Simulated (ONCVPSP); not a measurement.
Zr (Z = 40), ONCV: configuration errors across variants

```json
{"Element": "Zr (Z = 40)", "Generator": "ONCVPSP 4.0.1", "Type": "optimised norm-conserving Vanderbilt (ONCV)", "Functional": "PBE", "Relativity": "fully relativistic", "Frozen core": "[Ar] 3d10", "Valence charge": "12", "Reference configuration": "4s2 4p6 4d2 5s2", "Partial waves": "4s+5s: rc 1.80 bohr, ncon 4, nbas 8, qcut 5.1 1/bohr, 2 projectors; 4p: rc 1.45 bohr, ncon 4, nbas 8, qcut 5.9 1/bohr, 2 projectors, debl 1.7 Ha; 4d: rc 2.80 bohr, ncon 4, nbas 9, qcut 5 1/bohr, 2 projectors, debl 1.4 Ha", "Local potential": "polynomial inside 1.05 bohr (lpopt 1, dvloc0 2 Ha)", "Core correction": "Teter function, fcfact 4.25, rcfact 1.4"}
```

Open shells are filled in proportion to 2j + 1.

All-electron excitation energies from the reference (eV): (1) 4s2 4p6 4d2 5s1 7.138; (2) 4s2 4p6 4d2 5s0 20.078; (3) 4s2 4p6 4d1 5s0 42.701; (4) 4s2 4p6 4d1 5s2 5p1 2.999.

1 further variants failed, have other tests or too few solved ones, and are left out.

Errors AE − PS in meV (a dash: test not solved or not reliable):

```csv
change,(1),(2),(3),(4),bound ghosts,GHOST(+) flags above zero
base,-0.6,-8.1,+28,+28,none,s
"core correction Teter function, fcfact 3.2, rcfact 1.4",-0.6,-8.0,+28,+28,none,s
p: nbas 7,-0.6,-8.2,+28,+28,none,s
"local potential polynomial inside 1.05 bohr (lpopt 1, dvloc0 5.5 Ha)",-0.6,-8.2,+28,+28,none,none
```

(1) Give the same row for: d: qcut 7.5.

Answers

(1) -0.7, -5.5, +5.7, +4.0; bound ghosts: none; GHOST(+) flags above zero: s.
